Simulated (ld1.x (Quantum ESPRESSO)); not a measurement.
## Logarithmic derivatives: dysprosium, PAW

- Element: dysprosium
- Generator: ld1.x (Quantum ESPRESSO) 7.5
- Type: PAW
- Functional: PW91
- Relativity: scalar-relativistic
- Frozen core: [Kr] 4d10
- Valence charge: 20
- Reference configuration: 4f9.5 5s2 5p6 5d0.5 6s2 6p0
- Partial waves: 5s (bound): rcut 1.65, rcutus 1.85 bohr; 6s (bound): rcut 1.65, rcutus 1.85 bohr; 5p (bound): rcut 2.55, rcutus 3.00 bohr; 6p (bound, empty): rcut 2.55, rcutus 3.00 bohr; 5d (bound): rcut 3.00, rcutus 3.25 bohr; 5d channel at 2.85 Ry: rcut 3.00, rcutus 3.25 bohr; 4f (bound): rcut 1.35, rcutus 1.45 bohr; 4f channel at 3.55 Ry: rcut 1.35, rcutus 1.45 bohr
- Local potential: all-electron potential smoothed inside 2.85 bohr (lloc = -1)
- Core correction: Bessel-smoothed model core inside 0.90 bohr
- Augmentation charge: BESSEL, radius 1.35 bohr

The phase is arctan(r·u′/u) with u = r·R(r), unwrapped; energies in Ry, scanned from -6 to 5 Ry. A pole is an energy at which the radial function vanishes at the test radius. The pseudo phase is shifted by a multiple of π to meet the all-electron one at the reference energy, and phase errors are pseudo minus all-electron; the curves can meet again beyond the range given. Levels narrower than the energy grid can be missing from the lists of poles. n/a: not evaluated, since a narrow level or a reset projector energy made the automatic matching unsafe.

Question: For each channel, where are the poles, and over which energies does the pseudopotential scatter like the atom?

Answer:

```tsv
channel	radius (bohr)	reference energy (Ry)	poles, all-electron	poles, pseudo	unbroken range about the reference energy with phases within 0.05 rad	phase error 1 Ry above the reference energy (rad)
s	3.55	-0.30	0.91	0.90	n/a	n/a
p	3.55	-0.10	-1.96, 1.84	-1.96, 1.15	below 0.2	-0.120
d	3.55	-0.13	0.23, 3.60	0.23, 3.59	below 1.6	-0.007
f	3.55	-0.45	2.35	2.37	n/a	n/a
```

Phases in the d channel:

```csv
E (Ry),all-electron,pseudo
-6.00,1.455,1.455
-5.48,1.450,1.449
-4.96,1.443,1.443
-4.44,1.436,1.435
-3.92,1.427,1.426
-3.40,1.416,1.415
-2.88,1.402,1.401
-2.36,1.383,1.382
-1.84,1.355,1.355
-1.32,1.310,1.309
-0.80,1.206,1.204
-0.28,0.433,0.431
0.24,-1.579,-1.581
0.76,-1.814,-1.819
1.28,-2.186,-2.207
1.80,-3.828,-3.854
2.32,-4.460,-4.461
2.84,-4.612,-4.612
3.36,-4.687,-4.687
3.88,-4.740,-4.742
4.40,-4.791,-4.797
4.92,-4.858,-4.875
```
